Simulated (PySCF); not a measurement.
Computed IR spectrum (relative IR intensity) of a molecule C₃H₇FOSi. Geometry optimised at ωB97X-D3(BJ)/def2-SVP. Other conformers were not sampled. All values below come from ωB97X-D3(BJ)/def2-SVP run with PySCF 2.14.0. Frequencies are harmonic and unscaled.

Lines under 2 % of the strongest are left out, and lines within 2 cm⁻¹ are merged.

ν (cm⁻¹): 230 (m), 248 (w), 276 (m), 366 (m), 432 (vw), 605 (w), 711 (s), 739 (m), 804 (s), 840 (w), 868 (w), 925 (vs), 952 (vw), 955 (s), 970 (vs), 1037 (w), 1041 (w), 1181 (w), 1232 (m), 1423 (w), 1444 (vw), 1751 (w), 2288 (s), 3090 (vw), 3167 (vw), 3187 (w), 3269 (vw), 3940 (s) (against the strongest line: vs over 80 %, s over 45 %, m over 15 %, w over 4 %, vw less)

Q: Identify the compound among the candidates.
A. CC(=O)[Si@@H](C)F
B. C=CC[Si@H](O)F
C. C=C(OC)[SiH2]F
D. C[Si](C)(F)C=O

A: B, C=CC[Si@H](O)F
